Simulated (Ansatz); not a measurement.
Input and output for `O[SiH](Cl)[SiH2][SiH3]`.

```yaml
crystal:
  periodic: [false, false, false]
  atoms:
    - {symbol: O, position_ang: [-3.019343, -0.199857, 0.355553]}
    - {symbol: Si, position_ang: [-1.447499, -0.182199, 0.820023]}
    - {symbol: Cl, position_ang: [-1.021363, 1.543653, 1.879104]}
    - {symbol: Si, position_ang: [0.081328, -0.222848, -0.951088]}
    - {symbol: Si, position_ang: [2.251207, 0.077969, -0.131654]}
    - {symbol: H, position_ang: [-3.313131, 0.461187, -0.273771]}
    - {symbol: H, position_ang: [-1.309980, -1.317393, 1.758446]}
    - {symbol: H, position_ang: [-0.032313, -1.515519, -1.684279]}
    - {symbol: H, position_ang: [-0.270328, 0.879922, -1.891872]}
    - {symbol: H, position_ang: [3.249863, -0.087639, -1.221501]}
    - {symbol: H, position_ang: [2.526068, -0.931415, 0.926039]}
    - {symbol: H, position_ang: [2.382593, 1.438937, 0.449100]}
basis:
  gaussian: {orbitals: "6-31++G**"}
hamiltonian: {xc: {name: B2GP-PLYP}}
accuracy: high
output: {forces: true}
```

```sh
$ ansatz run in.yaml --threads 4 --pin off --events-out ev --progress --plain --max-ram 10444MiB
```

It prints (some lines left out):

```
Functional definition: B2GP-PLYP
  name "B2GP-PLYP"
  cite "Karton, Tarnopolsky, Lamère, Schatz & Martin, J. Phys. Chem. A 112, 12868 (2008) doi:10.1021/jp801805p"
  cite "Becke, Phys. Rev. A 38, 3098 (1988) doi:10.1103/PhysRevA.38.3098"
  cite "Lee, Yang & Parr, Phys. Rev. B 37, 785 (1988) doi:10.1103/PhysRevB.37.785"
  parameter a = 0.65
  parameter c = 0.36
  exchange = (1 - a)*b88_x + a*exact_x
  correlation = (1 - c)*lyp_c + c*(mp2_os + mp2_ss)
3162 factors; integrals over basis functions are off by at most 8.0e-9 eV
mean field evaluation 1: about -38285.1154 eV, gradient 4.2e1 eV
mean field evaluation 2: about -38285.1669 eV, gradient 4.2e1 eV
mean field evaluation 4: about -38288.5948 eV, gradient 3.1e0 eV
mean field evaluation 8: about -38288.6259 eV, gradient 4.4e-2 eV
mean field evaluation 16: about -38288.6259 eV, gradient 8.4e-6 eV
mean field -38288.62594949 eV, -1407.0810506810 hartree, gradient 2.8e-8 eV, S^2 0.000000; 0 other end points of the search recorded, 0 dependent functions left out
21 core orbitals not correlated: weight in the atoms' cores, before any rotation towards them, 1.000 or more for the frozen orbitals, at most 0.000 for the correlated occupied ones
reference -38288.62597683 eV, -1407.0810516855 hartree; 16, 16 occupied and 116, 116 virtual orbitals, 3162 factors
second order -19.01426695 eV of doubles, -0.00000000 eV of singles
the calculation of the forces begins
Total energy: -38295.47111293 eV, -1407.3326057974 hartree
Atom 0 at    -3.019343    -0.199857     0.355553 Å, force    -0.549508    -0.010820    -0.137474 eV/Å
Atom 1 at    -1.447499    -0.182199     0.820023 Å, force     0.628922    -0.393809     0.195117 eV/Å
Atom 2 at    -1.021363     1.543653     1.879104 Å, force     0.007465     0.198937     0.147191 eV/Å
Atom 3 at     0.081328    -0.222848    -0.951088 Å, force    -0.051452    -0.031118    -0.192615 eV/Å
Atom 4 at     2.251207     0.077969    -0.131654 Å, force     0.239494     0.033365     0.051269 eV/Å
Atom 5 at    -3.313131     0.461187    -0.273771 Å, force    -0.129085     0.060249    -0.079461 eV/Å
Atom 6 at    -1.309980    -1.317393     1.758446 Å, force    -0.021137     0.156357    -0.112128 eV/Å
Atom 7 at    -0.032313    -1.515519    -1.684279 Å, force    -0.001215     0.141931     0.084309 eV/Å
Atom 8 at    -0.270328     0.879922    -1.891872 Å, force     0.028370    -0.125534     0.105281 eV/Å
Atom 9 at     3.249863    -0.087639    -1.221501 Å, force    -0.114715     0.018166     0.126959 eV/Å
Atom 10 at     2.526068    -0.931415     0.926039 Å, force    -0.029741     0.116991    -0.118806 eV/Å
Atom 11 at     2.382593     1.438937     0.449100 Å, force    -0.007398    -0.164715    -0.069643 eV/Å
Dipole moment:     0.050253    -0.042428    -0.379237 e Å
```

It took 14 s on 4 threads of an Intel Xeon 6975P-C on a shared host, with 0.88 GiB of host memory at the peak.
